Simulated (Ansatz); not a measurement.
Consider the substitution at a C–C bond: `C=C1[SiH2]C1C` + HCl → `C=C1[SiH2]C1Cl` + CH₄.

Computed with Ansatz on PBE0-D4/def2-TZVP structures; ΔE is electronic, products minus reactants. CCSD(T)/CBS adds triple-zeta CCSD(T) − MP2 to the extrapolated MP2 energy (def2 sets, frozen cores). This one scheme is used for every species. DFT in def2-TZVPP. B3LYP here is the variant with VWN-RPA as its local correlation; programs differ in this.

```
             level  ΔE (kJ/mol)  difference from CCSD(T)/CBS
            PBE-D4         13.6                         -6.9
         r2SCAN-D4         14.7                         -5.8
           PBE0-D4         18.4                         -2.1
          B3LYP-D4         13.6                         -6.9
           ωB97X-V         18.7                         -1.8
           ωB97M-V         18.5                         -2.0
            B2PLYP         15.8                         -4.7
               PBE         12.7                         -7.8
            r2SCAN         14.2                         -6.3
              PBE0         17.6                         -2.9
             B3LYP         12.7                         -7.8
     HF/def2-TZVPP         19.7                         -0.8
    MP2/def2-TZVPP         21.9                          1.4
SCS-MP2/def2-TZVPP         20.8                          0.3
   CCSD/def2-TZVPP         25.1                          4.6
CCSD(T)/def2-TZVPP         23.5                          3.0
     HF/def2-QZVPP         19.6                         -0.9
    MP2/def2-QZVPP         20.2                         -0.3
SCS-MP2/def2-QZVPP         19.3                         -1.2
      HF/CBS(def2)         19.6                         -0.9
     MP2/CBS(def2)         19.0                         -1.5
    CCSD/CBS(def2)         22.1                          1.6
       CCSD(T)/CBS         20.5                            0
```

Largest T1 diagnostic among the species: 0.012.

From PBE to PBE0 (25 % exact exchange), in def2-TZVPP and without D4, ΔE moves by +4.9 kJ/mol.

CCSD(T)/CBS has its own doubt, a few kJ/mol and more with outer-core shells, so smaller differences from it don't rank the levels.
